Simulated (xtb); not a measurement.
C4H5 (SMILES C1[C@]2C[C@H]12), doublet, from a rough starting geometry; xtb with GFN2-xTB.

Here is a job for xtb.
```
$ xtb mol.xyz --gfn 2 --uhf 1 --opt vtight --json

# file mol.xyz
9

C      0.07488387     1.13517510     0.17936362
C      0.13850783    -1.12445087     0.15816566
C      0.91646067    -0.01763312    -0.44184668
C     -0.64722070     0.00601684    -0.46305347
H      0.09403796     1.25056265     1.27773790
H      0.15838971     2.12483484    -0.32715039
H      0.10844208    -1.25818977     1.28895452
H      0.21283977    -2.05834829    -0.40542500
H     -1.26489536     0.01113059    -1.31499428
```

The log (banner, timings and long lists left out):

```
   ID    Z sym.   atoms
    1    6 C      1-4
    2    1 H      5-9

           -------------------------------------------------
          |                Calculation Setup                |
           -------------------------------------------------

           -------------------------------------------------
          |                 G F N 2 - x T B                 |
           -------------------------------------------------

          ...................................................
          :                      SETUP                      :
          :.................................................:
          :  # basis functions                  21          :
          :  # atomic orbitals                  21          :
          :  # shells                           13          :
          :  # electrons                        21          :
          :  max. iterations                   250          :
          :  Hamiltonian                  GFN2-xTB          :
          :  restarted?                      false          :
          :  GBSA solvation                  false          :
          :  PC potential                    false          :
          :  electronic temp.          300.0000000     K    :
          :  accuracy                    1.0000000          :
          :  -> integral cutoff          0.2500000E+02      :
          :  -> integral neglect         0.1000000E-07      :
          :  -> SCF convergence          0.1000000E-05 Eh   :
          :  -> wf. convergence          0.1000000E-03 e    :
          :  Broyden damping             0.4000000          :
          :  net charge                          0          :
          :  unpaired electrons                  1          :
          ...................................................

 iter      E             dE          RMSdq      gap      omega  full diag
   1    -11.0504084 -0.110504E+02  0.298E+00    5.68       0.0  T
   2    -11.0623432 -0.119348E-01  0.178E+00    5.57       1.0  T
   3    -11.0603050  0.203820E-02  0.105E+00    5.89       1.0  T
   4    -11.0637180 -0.341294E-02  0.552E-01    5.67       1.0  T
   5    -11.0648833 -0.116532E-02  0.151E-01    5.78       1.0  T
   6    -11.0649566 -0.733290E-04  0.882E-02    5.76       1.0  T
   7    -11.0649644 -0.781034E-05  0.870E-03    5.77       3.8  T
   8    -11.0649647 -0.281308E-06  0.429E-03    5.77       7.8  T
   9    -11.0649647 -0.537546E-08  0.190E-03    5.77      17.6  T
  10    -11.0649647 -0.157461E-07  0.385E-04    5.77      86.6  T
  11    -11.0649647 -0.657892E-10  0.198E-04    5.77     168.6  T

   *** convergence criteria satisfied after 11 iterations ***

         :::::::::::::::::::::::::::::::::::::::::::::::::::::
         ::                     SUMMARY                     ::
         :::::::::::::::::::::::::::::::::::::::::::::::::::::
         :: total energy             -10.912061276771 Eh    ::
         :: gradient norm              0.080409009427 Eh/a0 ::
         :: HOMO-LUMO gap              5.770942629605 eV    ::
         ::.................................................::
         :: SCC energy               -11.064964101950 Eh    ::
         :: -> isotropic ES            0.000256988661 Eh    ::
         :: -> anisotropic ES          0.001873782027 Eh    ::
         :: -> anisotropic XC          0.007155943700 Eh    ::
         :: -> dispersion             -0.003658408735 Eh    ::
         :: repulsion energy           0.152902825179 Eh    ::
         :: add. restraining           0.000000000000 Eh    ::
         :: total charge              -0.000000000000 e     ::
         :::::::::::::::::::::::::::::::::::::::::::::::::::::

      -----------------------------------------------------------
     |                   =====================                   |
     |                        A N C O P T                        |
     |                   =====================                   |
     |               Approximate Normal Coordinate               |
     |                Rational Function Optimizer                |
      -----------------------------------------------------------
      -----------------------------------------------------------
     |                   =====================                   |
     |                        A N C O P T                        |
     |                   =====================                   |
     |               Approximate Normal Coordinate               |
     |                Rational Function Optimizer                |
      -----------------------------------------------------------

          ...................................................
          :                      SETUP                      :
          :.................................................:
          :   optimization level         verytight          :
          :   max. optcycles                   200          :
          :   ANC micro-cycles                  20          :
          :   degrees of freedom                21          :
          :.................................................:
          :   RF solver                   davidson          :
          :   write xtbopt.log                true          :
          :   linear?                        false          :
          :   energy convergence         0.1000000E-06 Eh   :
          :   grad. convergence          0.2000000E-03 Eh/α :
          :   maxmium RF displ.          1.0000000          :
          :   Hlow (freq-cutoff)         0.1000000E-01      :
          :   Hmax (freq-cutoff)         5.0000000          :
          :   S6 in model hess.         20.0000000          :
          ...................................................

generating ANC from exact Hessian ...
Using Lindh-Hessian (1995)
 Shifting diagonal of input Hessian by    0.0000000000000000
 Lowest  eigenvalues of input Hessian
    0.000000    0.000000    0.000000    0.000000    0.000000    0.000000
[...]
 * total energy  :   -10.9120613 Eh     change       -0.9364065E-10 Eh
 * total energy  :   -10.9188846 Eh     change       -0.6823325E-02 Eh
 * total energy  :   -10.9203679 Eh     change       -0.1483261E-02 Eh
 * total energy  :   -10.9216247 Eh     change       -0.1256859E-02 Eh
 * total energy  :   -10.9225872 Eh     change       -0.9624460E-03 Eh
 * total energy  :   -10.9234956 Eh     change       -0.9084234E-03 Eh
 * total energy  :   -10.9236540 Eh     change       -0.1584045E-03 Eh
 * total energy  :   -10.9237123 Eh     change       -0.5834280E-04 Eh
 * total energy  :   -10.9237195 Eh     change       -0.7198727E-05 Eh
 * total energy  :   -10.9237208 Eh     change       -0.1295415E-05 Eh
 * total energy  :   -10.9237209 Eh     change       -0.7805593E-07 Eh
   *** GEOMETRY OPTIMIZATION CONVERGED AFTER 11 ITERATIONS ***
[...]
   1    -11.1008530 -0.111009E+02  0.628E-05    6.26       0.0  T
   2    -11.1008530 -0.762945E-11  0.379E-05    6.26     878.6  T
   3    -11.1008530 -0.101625E-10  0.219E-05    6.26    1519.4  T

   *** convergence criteria satisfied after 3 iterations ***

         :::::::::::::::::::::::::::::::::::::::::::::::::::::
         ::                     SUMMARY                     ::
         :::::::::::::::::::::::::::::::::::::::::::::::::::::
         :: total energy             -10.923720911991 Eh    ::
         :: gradient norm              0.000092813572 Eh/a0 ::
         :: HOMO-LUMO gap              6.259346383511 eV    ::
         ::.................................................::
         :: SCC energy               -11.100852400394 Eh    ::
         :: -> isotropic ES            0.000571990881 Eh    ::
         :: -> anisotropic ES          0.001950201025 Eh    ::
         :: -> anisotropic XC          0.006809064971 Eh    ::
         :: -> dispersion             -0.003682301580 Eh    ::
         :: repulsion energy           0.177131488403 Eh    ::
         :: add. restraining           0.000000000000 Eh    ::
         :: total charge              -0.000000000000 e     ::
         :::::::::::::::::::::::::::::::::::::::::::::::::::::

           -------------------------------------------------
          |                Property Printout                |
           -------------------------------------------------

    * Orbital Energies and Occupations

         #    Occupation            Energy/Eh            Energy/eV
      -------------------------------------------------------------
         1        2.0000           -0.6646065             -18.0849
         2        2.0000           -0.5989984             -16.2996
         3        2.0000           -0.5669183             -15.4266
         4        2.0000           -0.5498401             -14.9619
         5        2.0000           -0.5180543             -14.0970
         6        2.0000           -0.4967577             -13.5175
         7        2.0000           -0.4658146             -12.6755
         8        2.0000           -0.4533567             -12.3365
         9        2.0000           -0.4349742             -11.8363
        10        2.0000           -0.3891818             -10.5902
        11        1.0000           -0.3421343              -9.3099 (HOMO)
        12                         -0.1121076              -3.0506 (LUMO)
        13                          0.0114314               0.3111
        14                          0.0713365               1.9412
        15                          0.1235930               3.3631
        16                          0.1418060               3.8587
        17                          0.2223743               6.0511
        18                          0.2283157               6.2128
        19                          0.3169248               8.6240
        20                          0.3233638               8.7992
        21                          0.4651307              12.6569
      -------------------------------------------------------------
                  HL-Gap            0.2300267 Eh            6.2593 eV
             Fermi-level           -0.2963895 Eh           -8.0652 eV

     #   Z          covCN         q      C6AA      α(0)
     1   6 C        3.873    -0.040    21.246     6.554
     2   6 C        3.873    -0.040    21.246     6.554
     3   6 C        2.935    -0.073    29.824     8.956
     4   6 C        3.856    -0.013    20.774     6.482
     5   1 H        0.925     0.026     2.645     2.543
     6   1 H        0.926     0.037     2.487     2.466
     7   1 H        0.925     0.026     2.645     2.544
     8   1 H        0.926     0.037     2.487     2.466
     9   1 H        0.927     0.041     2.438     2.442

 Mol. C6AA /au·bohr⁶  :        737.825443
 Mol. C8AA /au·bohr⁸  :      17151.454408
 Mol. α(0) /au        :         41.007747

Wiberg/Mayer (AO) data.
largest (>0.10) Wiberg bond orders for each atom

 ---------------------------------------------------------------------------
     #   Z sym  total        # sym  WBO       # sym  WBO       # sym  WBO
 ---------------------------------------------------------------------------
     1   6 C    3.951 --     3 C    1.038     6 H    0.980     5 H    0.971
                             4 C    0.913
     2   6 C    3.951 --     3 C    1.037     8 H    0.980     7 H    0.971
                             4 C    0.914
     3   6 C    3.203 --     4 C    1.086     1 C    1.038     2 C    1.037
     4   6 C    3.904 --     3 C    1.086     9 H    0.966     2 C    0.914
                             1 C    0.913
     5   1 H    0.999 --     1 C    0.971
     6   1 H    0.999 --     1 C    0.980
     7   1 H    0.999 --     2 C    0.971
     8   1 H    0.999 --     2 C    0.980
     9   1 H    0.998 --     4 C    0.966
 ---------------------------------------------------------------------------

Topologies differ in total number of bonds
Writing topology from bond orders to xtbtopo.mol

molecular dipole:
                 x           y           z       tot (Debye)
 q only:       -0.203      -0.003       0.027
   full:       -0.475      -0.006       0.052       1.214
molecular quadrupole (traceless):
                xx          xy          yy          xz          yz          zz
 q only:       -0.714      -0.028       0.795       0.485       0.017      -0.081
  q+dip:       -1.924      -0.058       0.941       1.157       0.014       0.982
   full:       -1.914      -0.059       1.138       1.004       0.017       0.776

optimized geometry written to: xtbopt.xyz

           -------------------------------------------------
          | TOTAL ENERGY              -10.923720911991 Eh   |
          | GRADIENT NORM               0.000092813572 Eh/α |
          | HOMO-LUMO GAP               6.259346383511 eV   |
           -------------------------------------------------
```
